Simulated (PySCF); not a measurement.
# How the method changes the constants of ZnCl

State: ²Σ⁺ (doublet), unpaired electrons σ ↑. Set-up: basis Zn def2-TZVPP, Cl def2-TZVPP; no relativity; PySCF 2.14. De refers to Zn + Cl in their high-spin ground configurations, without counterpoise correction. The functionals are run spin-unrestricted. A positive dipole means Zn(−)Cl(+).

```csv
Level,Re (Å),ωe (cm⁻¹),De (eV),μ (D),"CPU s a point (SCF and correlation, without the integrals)"
UHF,2.187,382,1.99,-3.26,1.5
UHF-MP2,2.138,393,2.39,n/a,2.7
UHF-SCS-MP2,2.153,387,2.20,n/a,n/a
PBE,2.173,355,2.27,-2.46,1.2
r²SCAN,2.146,380,2.50,-2.57,1.4
r²SCANh,2.146,383,2.49,-2.66,2.2
B3LYP,2.184,354,2.02,-2.77,2.3
PBE0,2.158,375,2.34,-2.72,2.8
B97-3,2.187,355,2.16,-2.83,1.7
M06,2.166,366,1.89,-2.80,2.2
ωB97M-V,2.156,381,2.28,-2.70,7.2
```

Correlated steps freeze 10 core orbitals. The state was picked by a PBE0 search and need not be the measured ground state.

The whole job (state search and all levels along the bond) took about 2.9 min on 2 threads of Intel Xeon 6975P-C (shared host), peak memory 4.3 GiB.
